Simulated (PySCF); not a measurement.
## How good is the calculation?

Geometry (Å), atoms numbered from 1 in this order:
```xyz
15

O     2.589   -1.446   -0.068
C     2.056   -0.368   -0.157
O     2.751    0.758   -0.372
C     0.593   -0.139   -0.043
C    -0.227   -1.250    0.178
C    -1.603   -1.087    0.290
C    -2.164    0.186    0.184
C    -1.349    1.297   -0.036
C     0.030    1.137   -0.149
H     3.681    0.494   -0.431
H     0.242   -2.233    0.256
H    -2.244   -1.955    0.462
H    -3.246    0.314    0.273
H    -1.791    2.292   -0.119
H     0.679    1.997   -0.321
```

Published estimates (parent shift plus substituent increments) and measurements: δ $^{13}$C C7 133.6; C4 130.6; C5/C9 130.0; C6/C8 128.5 ppm (estimated from measurements, as parent shift plus tabulated substituent increment; solution, CCl4; Levy, Lichter, Nelson pp. 111-112; Breitmaier, Voelter pp. 256-258, as tabulated by Wired Chemist).
δ $^{13}$C C7 133.7; C5/C9 130.1; C6/C8 128.4; δ $^{1}$H H11/H15 8.13; H13 7.62; H12/H14 7.48 ppm (estimated from measurements, as parent shift plus tabulated substituent increment; solution, not stated per compound (mostly CDCl3 or CCl4); Pretsch, Buehlmann, Badertscher, Structure Determination of Organic Compounds, 4th ed. (2009)). Coupling constants: $^{3}J$(H11,H12) 7.9 Hz, $^{4}J$(H11,H13) 1.3 Hz, $^{5}J$(H11,H14) 0.6 Hz, $^{4}J$(H11,H15) 1.9 Hz, $^{3}J$(H12,H13) 7.4 Hz, $^{4}J$(H12,H14) 1.4 Hz.

- J couplings at B3LYP/pcJ-1 (without the spin–dipole term)
- geometry: PBE0-D3(BJ)/def2-SVP
- σ from GIAO-B97-2/pcSseg-1
- code: PySCF
- a single conformation, isolated molecule, one averaged value for each set of equivalent atoms, non-relativistic Hamiltonian

Problem. What does the calculation give, and how does it compare?

Solution. 
Reference values: estimated from measurements, as parent shift plus tabulated substituent increment (solution, CCl4; Levy, Lichter, Nelson pp. 111-112; Breitmaier, Voelter pp. 256-258, as tabulated by Wired Chemist).
```tsv
atoms	quantity	reference	computed	computed, scaled
C7	δ $^{13}$C	133.6	136.1	134.4
C4	δ $^{13}$C	130.6	129.1	127.4
C5/C9	δ $^{13}$C	130.0	134.0	132.2
C6/C8	δ $^{13}$C	128.5	130.4	128.7
```

Reference values: estimated from measurements, as parent shift plus tabulated substituent increment (solution, not stated per compound (mostly CDCl3 or CCl4); Pretsch, Buehlmann, Badertscher, Structure Determination of Organic Compounds, 4th ed. (2009)).
```csv
atoms,quantity,reference,computed,"computed, scaled"
C7,δ $^{13}$C,133.7,136.1,134.4
C5/C9,δ $^{13}$C,130.1,134.0,132.2
C6/C8,δ $^{13}$C,128.4,130.4,128.7
H11/H15,δ $^{1}$H,8.13,8.30,–
H13,δ $^{1}$H,7.62,7.59,–
H12/H14,δ $^{1}$H,7.48,7.51,–
```

Computed shifts are σ(ref) − σ with the named reference compound (TMS for H and C) calculated as an isolated molecule at the same level. The measured values may be among those fitted. Empirical linear scaling, fitted to shifts measured mostly in CDCl3 for H and C (δ vs TMS): $^{13}$C (scatter 1.9 ppm rms). Occasional misses reach two or three times the rms, and more in compound classes unlike the fitted ones.

Coupling constants in Hz (some tables give magnitudes without signs):
| coupling | reference | computed | source |
| --- | --- | --- | --- |
| $^{3}J$(H11,H12) | 7.9 | 8.8 | measured; solution (compiled); Pretsch, Buehlmann, Badertscher, Structure Determination of Organic Compounds, 4th ed., Springer 2009 |
| $^{4}J$(H11,H13) | 1.3 | 1.0 | measured; solution (compiled); Pretsch, Buehlmann, Badertscher, Structure Determination of Organic Compounds, 4th ed., Springer 2009 |
| $^{5}J$(H11,H14) | 0.6 | 0.6 | measured; solution (compiled); Pretsch, Buehlmann, Badertscher, Structure Determination of Organic Compounds, 4th ed., Springer 2009 |
| $^{4}J$(H11,H15) | 1.9 | 1.5 | measured; solution (compiled); Pretsch, Buehlmann, Badertscher, Structure Determination of Organic Compounds, 4th ed., Springer 2009 |
| $^{3}J$(H12,H13) | 7.4 | 8.3 | measured; solution (compiled); Pretsch, Buehlmann, Badertscher, Structure Determination of Organic Compounds, 4th ed., Springer 2009 |
| $^{4}J$(H12,H14) | 1.4 | 1.0 | measured; solution (compiled); Pretsch, Buehlmann, Badertscher, Structure Determination of Organic Compounds, 4th ed., Springer 2009 |

Problem. How far are the unscaled $^{13}$C shifts from the references?

Solution. Mean signed difference +2.17 ppm, mean absolute 2.60 ppm over 7 comparisons; the largest is +4.0 ppm at C5/C9 (aromatic CH).

Problem. How far are the unscaled $^{1}$H shifts from the references?

Solution. Mean signed difference +0.06 ppm, mean absolute 0.08 ppm over 3 comparisons; the largest is +0.17 ppm at H11/H15 (hydrogen on an aromatic CH).

Unscaled 3J(H,H) at this level run about 10 % above measured values.
